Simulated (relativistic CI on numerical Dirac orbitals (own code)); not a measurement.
## Nb2+: M2,3 absorption edge

Computed with this model: Dirac-Coulomb-Breit CI, separate exchange-only KLI orbitals for each configuration, a model potential for QED, valence Slater integrals scaled by 0.8, multiplet model of core-to-valence dipole absorption; configurations [Kr] 4d3 → [Ne] 3s2 3p5 3d10 4s2 4p6 4d4; 10 K; Lorentzian 1.2 eV and Gaussian 0.4 eV FWHM. Energies are those of the free ion, without screening or charge transfer. The branching ratio is the share of the lower-energy edge in the whole absorption, uncertain by about 0.02 where the edges overlap. S is read from ⟨S²⟩ = S(S + 1).

Field parameters in Wybourne normalisation: D4h B²₀ = −7Ds, B⁴₀ = 21(Dq − Dt), B⁴₄ = 21√(5/14) Dq; Oh B⁴₀ = 21Dq, B⁴₄ = √(5/14) B⁴₀; Td as Oh with Dq negative (B⁴₀ = 21Dq, B⁴₄ = √(5/14) B⁴₀). The field is a parameter set, without covalency.

free ion: ground-state S = 1.50, centroid 369.05 eV, branching ratio 0.818. Peaks (eV, height): 366.2 (100), 380.8 (11), 382.5 (22).

D4h, 10Dq = 18800, Ds = 1390, Dt = -500 cm⁻¹: ground-state S = 1.50, centroid 370.96 eV, branching ratio 0.727. Peaks (eV, height): 366.5 (100), 382.2 (40).

Oh, 10Dq = 24350 cm⁻¹: ground-state S = 1.50, centroid 371.04 eV, branching ratio 0.726. Peaks (eV, height): 365.5 (85), 366.8 (100), 381.5 (40), 382.5 (38), 384.0 (21).

Oh, 10Dq = 16300 cm⁻¹: ground-state S = 1.50, centroid 370.83 eV, branching ratio 0.727. Peaks (eV, height): 366.2 (100), 381.8 (41).

Oh, 10Dq = 20250 cm⁻¹: ground-state S = 1.50, centroid 370.93 eV, branching ratio 0.726. Peaks (eV, height): 366.5 (100), 381.8 (41), 383.8 (18).

Td, 10Dq = -13800 cm⁻¹: ground-state S = 0.57, centroid 370.37 eV, branching ratio 0.744. Peaks (eV, height): 366.2 (100), 382.0 (32).

The statistical ratio of this edge is 2/3 = 0.667. Values above it arise where the holes sit mainly in the j = l + 1/2 valence subshell or the ground state has high spin; values below it where core-valence Coulomb terms move weight to the upper edge, as in nearly empty shells.

Strongest unbroadened transitions for Oh, 10Dq = 20250 cm⁻¹:

| Energy (eV) | Relative strength |
| --- | --- |
| 365.40 | 64.4 |
| 365.42 | 51.5 |
| 365.71 | 21.4 |
| 366.16 | 31.7 |
| 366.53 | 57.5 |
| 366.54 | 100.0 |
| 366.58 | 39.8 |
| 366.68 | 30.3 |
| 366.83 | 17.8 |
| 367.70 | 25.7 |
| 367.74 | 35.7 |
| 368.31 | 17.0 |
| 381.37 | 17.2 |
| 381.40 | 23.2 |
| 381.63 | 43.1 |
| 382.24 | 17.2 |
| 382.27 | 33.9 |
| 382.29 | 22.8 |
